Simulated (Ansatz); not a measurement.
Ansatz results at the PBE0-D4/def2-TZVP geometry: LUMO energy (ωB97M-V/def2-TZVPP) 1.10 eV; HOMO–LUMO gap (B3LYP/def2-TZVPP) 6.39 eV; size of the dipole moment (B3LYP/def2-TZVPP) 2.55 D.

Each molecule was computed in one conformer, which needn't be the lowest.

Problem. Which molecule gave them?
A. `C[SiH](Cl)[NH][AlH2]`
B. `[NH2][GaH][CH2]F`
C. `C[SiH](N)[CH2][AlH2]`
D. `SB1OBS1`

Solution. B. The others give `SB1OBS1`: 0.70, 6.15, 0.86; `C[SiH](Cl)[NH][AlH2]`: 0.52, 6.57, 2.11; `C[SiH](N)[CH2][AlH2]`: 0.28, 5.37, 0.94.

B3LYP here is the variant with VWN-RPA as its local correlation; programs differ in this.
